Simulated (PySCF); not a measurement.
These are PySCF with PBE-D3(BJ)/def2-TZVPD // CAM-B3LYP-D3(BJ)/def2-TZVPD values and carry that method's errors. Isolated molecules, 0 K electronic values unless said otherwise. One relaxed conformer stands for a flexible species; it need not be the lowest. 

Reference species (SMILES): `[O-][SiH2]F` (charge -1, multiplicity 1).

```yaml
HOMO: -0.18 eV
```

Changed species: `[O-][SiH2]C(O)=O` (Si–C–O–H torsion 180°, O–C–Si–O torsion -179°) (X = carboxy, proton removed; the reference has X = fluoro, proton removed).

Problem. Give the shifts of the HOMO.

Solution. the HOMO falls by 0.29 eV, to -0.47 eV.
